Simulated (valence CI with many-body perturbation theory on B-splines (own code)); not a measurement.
Results of a calculation; reference values are marked as such.
## From CI to CI+MBPT in Ge XIX

Level of theory: relativistic CI+MBPT: four valence electrons over a frozen Dirac-Fock core [Ne], radial functions for each j: 11 s, 11 p, 9 d, 7 f, 5 g, 2 h, 1 i, with the one-electron correlation potential Σ1 (screened to all orders), the two-electron term Σ2, the three-electron term Σ3, Breit, model QED; selected single and double excitations, second order for the rest (own B-spline code, finite nucleus).

No measured levels were compared; by estimate levels of excited configurations hold to 0.05 to 0.15 % of their energy, terms of the ground configuration to about 0.5 %.

Each rung adds one term. CI alone is the Dirac-Coulomb CI over the frozen core; QED comes last and gives the full result, which names the levels. Energies are above 3s2 3p2 3P_0 on the same rung, in cm⁻¹.

Names give the largest LS component (configuration and term), which can be under half, so a name can repeat, a term be missing and a line seem to break the LS rules; names also repeat where a configuration has a term twice.

| Level | CI alone | + Σ1 | + Σ2 | + Σ3 | + Breit | Full |
| --- | --- | --- | --- | --- | --- | --- |
| 3s2 3p2 3P_1 | 34609 | 34758 | 34879 | 34915 | 33967 | 34073 |
| 3s2 3p2 3P_2 | 54419 | 54601 | 54650 | 54651 | 53335 | 53459 |
| 3s2 3p2 1D_2 | 110356 | 110678 | 110668 | 110618 | 108559 | 108764 |
| 3s2 3p2 1S_0 | 170245 | 170575 | 170195 | 169933 | 168081 | 168256 |
| 3s 3p3 5S°_2 | 350169 | 349384 | 350898 | 351282 | 350626 | 349367 |
| 3s 3p3 3D°_1 | 446173 | 445412 | 445791 | 446060 | 445507 | 444358 |
| 3s 3p3 3D°_2 | 448166 | 447432 | 447897 | 448172 | 447413 | 446273 |
| 3s 3p3 3D°_3 | 461869 | 461202 | 461755 | 462051 | 460580 | 459481 |
| 3s 3p3 3P°_0 | 514796 | 514141 | 514054 | 514161 | 513184 | 512063 |
| 3s 3p3 3P°_1 | 519161 | 518530 | 518411 | 518536 | 517253 | 516161 |
| 3s 3p3 3P°_2 | 521008 | 520375 | 520274 | 520456 | 518958 | 517968 |
| 3s 3p3 1D°_2 | 567707 | 567135 | 566676 | 566907 | 564645 | 563960 |
| 3s 3p3 3S°_1 | 625900 | 625198 | 620179 | 620091 | 619439 | 618150 |
| 3s2 3p 3d 3F°_2 | 632586 | 631848 | 630847 | 630596 | 628441 | 628403 |
| 3s2 3p 3d 3F°_3 | 651886 | 651255 | 650334 | 650058 | 647176 | 647235 |
| 3s 3p3 1P°_1 | 682396 | 681885 | 677814 | 677680 | 675824 | 674785 |
| 3s2 3p 3d 3F°_4 | 684858 | 684395 | 683648 | 683398 | 679505 | 679654 |
| 3s2 3p 3d 3P°_2 | 712363 | 711688 | 707474 | 706842 | 704734 | 704489 |
| 3s2 3p 3d 3D°_1 | 724209 | 723457 | 719100 | 718411 | 716467 | 716326 |

(1) How does the ionisation energy move along the ladder, and which term matters most?

Answers

(1) CI alone 704.42, + Σ1 705.18, + Σ2 705.05, + Σ3 704.91, + Breit 704.55, + QED 704.57 eV. The largest step is Σ1, 0.76 eV. NIST lists 706.7 ± 1 eV (semi-empirical).
